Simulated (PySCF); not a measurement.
Molecule: SMILES [SiH3]N[SiH2] (H6NSi2), doublet. Atoms near the plane z = 1.2 Å, at the B3LYP/def2-SVP optimised geometry (x, y, z in Å): Si1 (-1.9, 0.6, 0.0), N2 (-0.1, 0.6, 0.0), H5 (-2.4, 2.0, 0.0), H6 (0.3, 1.2, 0.6), H9 (2.4, -0.3, -0.2).

Method: unrestricted B3LYP/def2-TZVP (PySCF 2.14.0). The values are rescaled to run from 0 to 1.

```
|                               |
|                               |
|                               |
|                               |
|     ..::..                    |
|    .:----:.                   |
|   .:-====-:......             |
|  .:-=++++=-::----:.           |
|  .-=+****+====+++=-.          |
|  :-=**###*+++*##*+=:.         |
| .:-+*##%##***#%@%#+-.         |
| .:=+*#%%%%###%@@@#*=:.        |
| .-=*#%%@@%%%%@@@@#*=-::.      |
| :-+*#%@@@@%%%@@@%#+=---::.    |
| :-+*#%@@@@%%%%@%#*+====-:.    |
| :-=*#%@@@%%%%%%%#*+=====-:.   |
| .-=+*#%%%%######*++=++==-:.   |
| .:-+**####******++======-:.   |
|  .-=++****++++++=======--:    |
|  .:-==+++===-=====------:.    |
|   .::------:::-------:::.     |
|     .:::::...:::--:::..       |
|        .     ..::::..         |
|               ..::..          |
|                ...            |
|                               |
|                               |
|                               |
|                               |
|                               |
|                               |
```
Scale: ten equal steps from 0.000 (start of ' ') to 1.00 (end of '@'), in the order ' .:-=+*#%@'; x runs from -4.50 to 4.50, y from -4.50 (bottom) to 4.50 (top).

Task: Which quantity is mapped?
(A) spin density
(B) an orbital amplitude
(C) log10 of the electron density
(D) deformation density (molecule minus spherical neutral atoms)

Result: C, log10 of the electron density. In full: log10 of the electron density (e/bohr³), floored at −4.
